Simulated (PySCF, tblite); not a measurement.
Species: C5H13FOSi2.
Numbering: `[CH3:1][SiH:2]([CH3:3])[SiH2:4][C@@:5]([CH3:6])([F:7])[CH:8]=[O:9]` (hydrogens: H10, H11, H12 on C1; H13 on Si2; H14, H15, H16 on C3; H17, H18 on Si4; H19, H20, H21 on C6; H22 on C8)

Structure used (GFN2-xTB), in Å, numbered top down from 1:
```
atom  x, y, z in Å
C1     1.888   -0.796    1.438
Si2    1.701    0.038   -0.267
C3     2.899    1.516   -0.355
Si4   -0.457    0.853   -0.586
C5    -1.734   -0.629   -0.435
C6    -3.090   -0.276   -1.019
F7    -1.185   -1.699   -1.153
C8    -1.794   -0.996    0.992
O9    -2.329   -0.338    1.849
H10    1.489   -0.170    2.232
H11    1.359   -1.744    1.474
H12    2.930   -0.998    1.670
H13    2.106   -0.935   -1.301
H14    3.928    1.201   -0.211
H15    2.842    2.014   -1.318
H16    2.676    2.255    0.409
H17   -0.993    1.852    0.345
H18   -0.742    1.367   -1.935
H19   -3.738   -1.153   -1.022
H20   -3.543    0.497   -0.405
H21   -2.987    0.083   -2.039
H22   -1.237   -1.922    1.237
```

Computed with PBE0/pcSseg-1 in PySCF (dipole) on a GFN2-xTB geometry, gas phase.

Masses are those of the commonest isotopes; rigid-rotor values at the optimised geometry. The values belong to one conformer with, in the numbering `[CH3:1][SiH:2]([CH3:3])[SiH2:4][C@@:5]([CH3:6])([F:7])[CH:8]=[O:9]`, C1–Si2–Si4–C5 -59°, Si2–Si4–C5–C6 -163°, Si4–C5–C8–O9 73°.

(1) What are A, B and C (cm⁻¹)?

(2) Classify the top.

(3) What does the inertial defect say?

(4) Give the other two planar moments, Paa and Pbb, and the rms extents of the mass along the axes.

(5) List the rotational levels J(Ka,Kc) to J = 2 (cm⁻¹).

(6) Which types of transition are allowed, and where do some lines up to J = 4 fall?

(7) Estimate the classical rotational partition function at 25 K, 298.15 K and 500 K.

## Answers

(1) Ia = 288.43, Ib = 750.87, Ic = 819.92 u·Å²; 505379 MHz·u·Å²/I gives 1752, 673.1 and 616.4 MHz, that is A = 0.05845, B = 0.02245, C = 0.02056 cm⁻¹.

(2) A near-prolate asymmetric top; Ray's κ = -0.900.

(3) Not planar: Δ = Ic − Ia − Ib = -219.38 u·Å². For a rigid frame Δ = −2 Σ m c², so Σ m c² = 109.69 u·Å² lies off the ab plane: 16.12 from hydrogen and 93.57 from heavier atoms. The atom farthest from that plane is 2.11 Å away.

(4) Paa = Σ m a² = (Ib + Ic − Ia)/2 = 641.17 and Pbb = Σ m b² = (Ia + Ic − Ib)/2 = 178.74 u·Å². With the mass M = 164.05 u, the rms extents √(P/M) along a, b and c are 1.98, 1.04, 0.82 Å.

(5) Above 0(0,0):
J = 1: 1(0,1) 0.0430, 1(1,1) 0.0790, 1(1,0) 0.0809
J = 2: 2(0,2) 0.1290, 2(1,2) 0.1631, 2(1,1) 0.1688, 2(2,1) 0.2768, 2(2,0) 0.2769
Those of J = 1 are B + C, A + C and A + B.

(6) The dipole components are |μa| = 1.51 D, |μb| = 0.97 D, |μc| = 0.19 D. Intensities carry the squares of the components, which stand as 1.00 : 0.41 : 0.02 (a : b : c). Some lines, for components of 0.1 D or more:

```tsv
type	branch	J(Ka,Kc)	MHz	lower level (cm⁻¹)
c	Q	1(1,1) ← 1(0,1)	1079	0.043
b	Q	2(1,1) ← 2(0,2)	1195	0.129
b	R	4(1,3) ← 3(2,2)	2113	0.406
a	R	2(0,2) ← 1(0,1)	2577	0.043
c	Q	3(2,2) ← 3(1,2)	3154	0.301
c	Q	2(2,1) ← 2(1,1)	3237	0.169
a	R	3(0,3) ← 2(0,2)	3860	0.129
b	R	3(1,3) ← 2(0,2)	4807	0.129
a	R	4(1,4) ← 3(1,3)	5040	0.289
a	R	4(0,4) ← 3(0,3)	5136	0.258
c	R	3(1,2) ← 2(0,2)	5147	0.129
a	R	4(2,3) ← 3(2,2)	5156	0.406
a	R	4(3,2) ← 3(3,1)	5162	0.591
a	R	4(1,3) ← 3(1,2)	5267	0.301
c	Q	3(3,1) ← 3(2,1)	5528	0.406
b	Q	3(3,1) ← 3(2,2)	5539	0.406
c	R	3(2,1) ← 2(1,1)	7116	0.169
c	Q	4(4,1) ← 4(3,1)	7748	0.763
b	R	4(2,3) ← 3(1,2)	8310	0.301
c	R	4(2,2) ← 3(1,2)	8342	0.301
c	R	4(2,3) ← 3(1,3)	8650	0.289
c	R	3(3,0) ← 2(2,0)	9405	0.277
b	R	3(3,0) ← 2(2,1)	9407	0.277
c	R	4(4,1) ← 3(3,1)	12910	0.591
```

(7) Point group C1, symmetry number σ = 1; q = (√π/σ)·√((kT/h)³/(ABC)), k/h = 20836.6 MHz/K: 24700 at 25 K, 1020000 at 298.15 K, 2210000 at 500 K.

Its lowest GFN2-xTB frequency is 14i cm⁻¹, too small to tell a flat minimum from a shallow saddle. Zero-point vibration and centrifugal distortion are left out. A rigid rotor knows nothing of internal rotation, which can split or shift real lines.
